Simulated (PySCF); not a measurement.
**Worked example: dipole moment from atomic charges**

Sn(H)(Br)2(OH) (Br₂H₂OSn), SMILES [SnH]([Br])([Br])[OH]. Atoms are numbered in the order given.

```xyz
6

Sn     0.3213    -0.6516     0.0000
O     -0.9210    -2.1750     0.0000
Br    -0.1249     0.7596    -1.9913
Br    -0.1249     0.7596     1.9913
H      1.8964    -1.2857     0.0000
H     -1.8484    -1.9068     0.0000
```

Geometry: PBE0-D3(BJ)/def2-SVP. The structure was generated by enumeration; whether it is a known compound was not checked. The def2 effective core potentials stand for the cores of Sn; spin–orbit coupling is left out. One conformer was computed; it need not be the lowest.

Charges (e) from r2SCAN/def2-TZVP (PySCF):

```csv
atom,Mulliken,ESP fit
Sn1,0.948,0.276
O2,-0.650,-0.511
Br3,-0.313,-0.121
Br4,-0.313,-0.121
H5,0.001,0.094
H6,0.327,0.382
```

The dipole moment of the full density is 0.60 D.

Task: What dipole moment does each set of point charges give, and which comes closer to that of the density?

Result: 
μ = Σ q r, and 1 e Å = 4.8032 D.
Mulliken: Σ q r = (0.379, -0.304, 0.000) e Å, |μ| = 2.33 D.
ESP fit: Σ q r = (0.062, -0.101, 0.000) e Å, |μ| = 0.57 D.
ESP fit comes closer in size. Point charges leave out the atoms' own dipoles (lone pairs, polarised bonds); fits to the potential absorb them, partitions of the density don't.
